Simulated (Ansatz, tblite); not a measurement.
Forces on the cluster Te₃Pd₂ at its r2SCAN-D4/def2-SVP geometry. The state is a singlet with charge 0.

In the def2 sets Pd, Te take a core potential; there is no spin–orbit coupling. The xTB rows come from tblite. The restricted singlet is unstable towards broken spin symmetry in Hartree–Fock (as tested in another run); at PBE-D4/def2-TZVP this wasn't settled. No other spin state of charge 0 was run. The structure comes from a short search, and lower isomers may exist.

GFN1-xTB (tblite), largest force 1.73 eV/Å:

```xyz
5
positions Å, forces eV/Å
Pd    0.263   -0.511   -1.368   -0.183    0.234    0.253
Pd    0.583   -0.375    1.312   -0.241    0.209   -0.225
Te    1.764    1.451   -0.283   -1.515   -0.809    0.221
Te   -1.514   -1.713    0.267    0.866    1.490   -0.178
Te   -1.097    1.148    0.073    1.073   -1.123   -0.071
```

GFN2-xTB (tblite), largest force 1.03 eV/Å:

```
Pd -0.332 0.368 0.137
Pd -0.360 0.355 -0.091
Te -0.605 -0.564 0.100
Te 0.585 0.585 -0.099
Te 0.712 -0.745 -0.047
```

PBE-D4/def2-TZVP (Ansatz), largest force 0.26 eV/Å:

```
Pd -0.059 0.062 -0.002
Pd -0.059 0.061 0.010
Te -0.209 -0.147 0.032
Te 0.155 0.203 -0.028
Te 0.172 -0.180 -0.011
```
